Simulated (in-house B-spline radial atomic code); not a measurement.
Results of a calculation; reference values are marked as such.
## Making a Troullier-Martins p channel for Rb, r_c = 1.62 bohr

Rb, [Kr] 5s1, non-relativistic LDA (VWN5), spherical and spin-unpolarised, from an all-electron radial atomic-structure program (B-spline basis) (atomic units). The all-electron 4p level is ε = -0.592170 hartree, its outermost node lies just inside 0.65 bohr and its outer maximum at 1.44 bohr.

Inside r_c the pseudo-orbital is u(r) = r^2 exp(p(r)), with p = c0 + c2 r² + c4 r⁴ + … + c12 r¹². The seven coefficients follow from p and its first four derivatives at r_c, from zero curvature of the screened potential at the origin, c4 = −c2²/(2l + 5), and from the norm inside r_c. At r_c the all-electron orbital has P = 0.8156216, P' = -0.2375812, the screened potential V = -1.541395, V' = 2.216262, V'' = -4.408653, and the norm inside is Q = 0.4874446.

Question: What are p, p' and p'' at r_c?

Answer: p = ln(P/r_c^2) = ln(0.8156216/2.6244) = -1.16866. p' = P'/P − 2/r_c = -0.29129 − 1.23457 = -1.52586. The radial equation gives p'' = 2(V − ε) − 2(2) p'/r_c − p'² = -1.89845 − (-3.76755) − 2.32824 = -0.45914. Differentiating, p''' = 2V' + 2(2)p'/r_c² − 2(2)p''/r_c − 2p'p'' = 1.8394, and p'''' = 2V'' − 4(2)p'/r_c³ + 4(2)p''/r_c² − 2(2)p'''/r_c − 2p''² − 2p'p''' = -6.6958.

For a trial c2 the five matching conditions are linear in c0, c6, c8, c10 and c12, and c2 is varied until the norm inside r_c equals Q. The root nearest zero gives:

```
 n            c_n
 0     -0.2886112
 2    -0.02548678
 4  -9.279659e-05
 6     -0.2224187
 8      0.1237652
10    -0.02721832
12    0.002219772
```

Question: Check c4 and p(r_c), and find the screened pseudopotential at the origin.

Answer: −c2²/7 = -9.27966e-05, as listed. The terms c_n r_c^n are -0.28861, -0.06689, -0.00064, -4.02033, 5.87109, -3.38853, 0.72525, which sum to -1.16866. Inverting the radial equation, V_l(r) = ε + 2 p'/r + (p'' + p'²)/2, so V_l(0) = ε + (2l + 3) c2 = -0.59217 + 5 × (-0.0254868) = -0.7196 hartree, finite where the all-electron potential diverges.

Orbitals and screened potentials:

```json
{"r (bohr)": "0.162", "P": "0.1033", "u": "0.01965", "V all-electron": "-129.5", "V pseudo": "-0.7236"}
{"r (bohr)": "0.405", "P": "-0.4027", "u": "0.1223", "V all-electron": "-28.26", "V pseudo": "-0.858"}
{"r (bohr)": "0.648", "P": "0.002713", "u": "0.3073", "V all-electron": "-11.19", "V pseudo": "-1.418"}
{"r (bohr)": "0.891", "P": "0.4756", "u": "0.5434", "V all-electron": "-5.783", "V pseudo": "-2.323"}
{"r (bohr)": "1.134", "P": "0.7471", "u": "0.7481", "V all-electron": "-3.449", "V pseudo": "-2.792"}
{"r (bohr)": "1.377", "P": "0.8376", "u": "0.8371", "V all-electron": "-2.241", "V pseudo": "-2.278"}
{"r (bohr)": "1.62", "P": "0.8156", "u": "0.8156", "V all-electron": "-1.541", "V pseudo": "-1.541"}
```

Logarithmic derivatives P'/P at R = 1.92 bohr, for energies E around ε:

```csv
E − ε (hartree),all-electron,pseudo
-0.5,0.390127,0.388112
-0.25,-0.0144622,-0.0152418
-0.1,-0.320165,-0.320333
0,-0.561996,-0.561997
0.1,-0.844865,-0.845129
0.25,-1.37787,-1.38031
0.5,-2.80048,-2.82262
```

Question: With P(R) = 0.7146576 and a norm of 0.6651977 inside R, what slope in energy does norm conservation fix?

Answer: d(P'/P)/dE = −2 × (norm inside R)/P(R)² = -2.6049 per hartree·bohr at E = ε, for both atoms, since orbital and norm agree at R. Differences over ±0.1 hartree give -2.6235 (all-electron) and -2.6240 (pseudo), which also hold third-order terms. Half a hartree below ε the two curves differ by -0.0020.
